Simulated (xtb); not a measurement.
Cd(Et)2 (C4H10Cd), SMILES C[CH2][Cd][CH2]C. All values are semi-empirical tight-binding results from xtb (GFN2-xTB unless named), good for trends rather than for accurate numbers. Geometry optimised at GFN2-xTB. The isomer is the one that the SMILES or the coordinates give; other isomers of the formula were not compared. Other conformers were not sampled.

Optimised geometry:

Bond lengths (Å): Cd1–C2 2.242, Cd1–C9 2.243, C2–C3 1.532, C2–H4 1.095, C2–H5 1.095, C3–H6 1.094, C3–H7 1.094, C3–H8 1.095, C9–C10 1.532, C9–H11 1.095, C9–H12 1.095, C10–H13 1.094, C10–H14 1.094, C10–H15 1.095. Angles (°): C2–Cd1–C9 179.5, Cd1–C2–C3 108.0, Cd1–C2–H4 111.7, Cd1–C2–H5 111.8, C3–C2–H4 109.0, C3–C2–H5 109.0, H4–C2–H5 107.3, C2–C3–H6 111.2, C2–C3–H7 111.2, C2–C3–H8 111.1, H6–C3–H7 108.4, H6–C3–H8 107.3, H7–C3–H8 107.3, Cd1–C9–C10 108.2, Cd1–C9–H11 111.6, Cd1–C9–H12 111.8, C10–C9–H11 109.0, C10–C9–H12 109.0, H11–C9–H12 107.2, C9–C10–H13 111.2, C9–C10–H14 111.2, C9–C10–H15 111.1, H13–C10–H14 108.4, H13–C10–H15 107.4, H14–C10–H15 107.4.
Charge 0, spin multiplicity 1.

A frequency run showed that this geometry is not a minimum.

For metal compounds this method's bond lengths and energies can be far off.

- point group as xtb finds it = C2h
- orbital gap = 3.52 eV

**Question.** Give the atomic charges and the Wiberg bond orders between heavy atoms. (Estimate from the structure and the level; the computed values follow.)

**Answer.** charges (e) Cd1 0.30, C2 -0.18, C3 -0.09, H4 0.02, H5 0.02, H6 0.03, H7 0.03, H8 0.02, C9 -0.18, C10 -0.09, H11 0.02, H12 0.02, H13 0.03, H14 0.03, H15 0.02. Bond orders Cd1–C2 0.64, C2–C3 1.02, Cd1–C9 0.64, C2–C9 0.34, C9–C10 1.02.
